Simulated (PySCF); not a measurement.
Mean polarisability (bohr³) of eight silicon and germanium compounds: PBE beside HF, computed with PySCF for isolated molecules in the bases named; differences from unrounded values. The eight are the first of their class met in an unordered collection, after screening for sound electronic states; none was chosen by its value. Each molecule has one DFT geometry for both levels.

```
molecule                                                         basis    HF    PBE  difference
-----------------------------------------------------------  ---------  ----  -----  ----------
C2H7FOSi, SMILES C[Si@H](F)CO                                def2-TZVP  48.8   55.3         6.5
GeHCl3, SMILES [Cl][GeH]([Cl])[Cl]                           def2-TZVP  58.7    ___         ___
CH₅FO₂Si, SMILES O[SiH](OC)F                                 def2-TZVP  37.7    ___         ___
Si(Cl)2(F)(OSiH3) (Cl₂FH₃OSi₂), SMILES F[Si](Cl)(Cl)O[SiH3]  def2-TZVP  65.6   75.2         9.6
C₄H₉NSi, SMILES C([Si@@H](C)N)=C=C                           def2-TZVP  80.9   87.8         6.9
CH₆OSeSi, SMILES O([SiH2][SeH])C                             def2-TZVP  63.5   70.9         7.3
H6O2Si2, SMILES O[SiH2]O[SiH3]                               def2-TZVP  51.6    ___         ___
ClH6NSi3, SMILES Cl[SiH]1[SiH2]N[SiH2]1                      def2-TZVP  91.9  103.1        11.3
```

Question: Fill in the missing entries. (An estimate is asked for; the answer gives what the named calculation found.)

Answer: 
- H6O2Si2, SMILES O[SiH2]O[SiH3], PBE: 59.8
- H6O2Si2, SMILES O[SiH2]O[SiH3], difference: 8.2
- CH₅FO₂Si, SMILES O[SiH](OC)F, PBE: 44.0
- CH₅FO₂Si, SMILES O[SiH](OC)F, difference: 6.3
- GeHCl3, SMILES [Cl][GeH]([Cl])[Cl], PBE: 65.1
- GeHCl3, SMILES [Cl][GeH]([Cl])[Cl], difference: 6.4

PBE lies below HF in 0 and above it in 8 of the eight; the mean signed difference is 7.8 and the largest 11.3 bohr³.
